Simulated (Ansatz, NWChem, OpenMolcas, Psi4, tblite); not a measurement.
# A small benchmark: dipole moment

7 molecules holding an element past argon; the dipole moment in D, computed less measured. Shapes, held fixed at every level: PBE0-D4/def2-TZVP. No vibrational averaging. Dipoles are compared by magnitude; molecules under 1 D, whose direction can flip, are left out. Programs: Ansatz 0.2.0, NWChem 7.3.0, OpenMolcas 26.06, Psi4 1.11, tblite 0.8.0. A level may come from different programs for different species; with the same settings they agree closely. Measured values: NIST CCCBDB.

Levels: A = GFN2-xTB; B = PBE-D4/def2-TZVPP; C = r2SCAN-D4/def2-TZVPP; D = B3LYP/6-31G* (spherical functions).

```tsv
molecule	measured	A	B	C	D
BrF (bromine fluoride)	1.42	-1.26	-0.18	-0.17	-0.09
CuF (fluorocopper)	5.77	+0.25	-1.19	-0.87	-1.66
AsF3 (arsenic trifluoride)	2.59	-0.96	-0.32	-0.28	-0.32
CH2Br2 (dibromomethane)	1.43	+1.85	0.00	+0.10	+0.21
CHBrF2 (bromodifluoromethane)	1.50	+1.04	-0.22	-0.14	-0.11
C2H3Br (vinyl bromide)	1.42	+1.70	-0.09	+0.03	+0.12
C2H5Br (bromoethane)	2.03	+1.95	+0.04	+0.18	+0.21
```

Task: Sum up the errors.

Result: 
```
                             level            kind  mean error  mean absolute error  worst case
                          GFN2-xTB  semi-empirical      +0.653                1.287      C2H5Br
                 PBE-D4/def2-TZVPP             GGA      -0.280                0.291         CuF
              r2SCAN-D4/def2-TZVPP        meta-GGA      -0.164                0.253         CuF
B3LYP/6-31G* (spherical functions)   global hybrid      -0.234                0.389         CuF
```

On this set r2SCAN-D4/def2-TZVPP has the smallest mean absolute error and GFN2-xTB the largest. PBE-D4/def2-TZVPP is too low in 5 of 7; r2SCAN-D4/def2-TZVPP is too low in 4 of 7; B3LYP/6-31G* (spherical functions) is too low in 4 of 7. The levels differ in basis as well as in method. Relativity is left out for As, Br, Cu. The set is small.
